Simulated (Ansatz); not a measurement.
Pulling on the Bi1–Cl2 bond in BiCl3 (SMILES [Cl][Bi]([Cl])[Cl]) (multiplicity 1 held, fragments rigid). Energies count from the point at 2.450 Å.
Geometry at that point (charge 0, multiplicity 1):
```
atom    x (Å)    y (Å)    z (Å)
----  -------  -------  -------
Bi     0.0003   0.0008   0.4520
Cl    -1.8686  -1.0523  -0.7324
Cl     0.0232   2.1421  -0.7392
Cl     1.8437  -1.0935  -0.7352
```

Restricted levels (R-, RO-) in cc, def2 and unpolarised 6-31G sets keep to the state of the molecule at rest. Active spaces are followed from a long bond inwards. Curves can end on different states.

Frozen-core correlation. Filled d and f shells under p-block atoms count as core.

Codes used: Ansatz (an electronic-structure program). Each number belongs to the level named beside it. In def2 rows elements past Kr take small-core potentials, without spin–orbit coupling.

Energies in eV.

```csv
R (Å),R-CCSD(T)/def2-SVP,"CASSCF(6,4)/def2-SVP","FIC-NEVPT4(SD) on CASSCF(6,4)/def2-SVP","FIC-MRCISD on CASSCF(6,4)/def2-SVP","FIC-MRCISD+Q on CASSCF(6,4)/def2-SVP"
1.960,3.59,3.62,3.60,3.56,3.57
2.205,0.67,0.69,0.67,0.65,0.66
2.450,0.00,0.00,0.00,0.00,0.00
2.695,0.23,0.20,0.23,0.24,0.24
2.941,0.76,0.70,0.76,0.77,0.77
3.308,1.60,1.47,1.60,1.60,1.60
3.676,2.22,2.01,2.23,2.20,2.23
4.288,2.40,2.36,2.68,2.62,2.67
4.901,1.76,2.42,2.77,2.70,2.75
5.636,1.08,2.43,2.79,2.71,2.76
6.616,0.85,2.43,2.79,2.71,2.77
7.841,0.92,2.43,2.79,2.71,2.77
```

Doubts at one or more of the structures used: a restricted determinant that unrestricted orbitals would lower (R-CCSD(T)/def2-SVP); other coupled-cluster roots lie near (R-CCSD(T)/def2-SVP); T1 above 0.05 (R-CCSD(T)/def2-SVP); active orbitals that take no part (CASSCF(6,4)/def2-SVP, FIC-NEVPT4(SD) on CASSCF(6,4)/def2-SVP, FIC-MRCISD on CASSCF(6,4)/def2-SVP, FIC-MRCISD+Q on CASSCF(6,4)/def2-SVP).
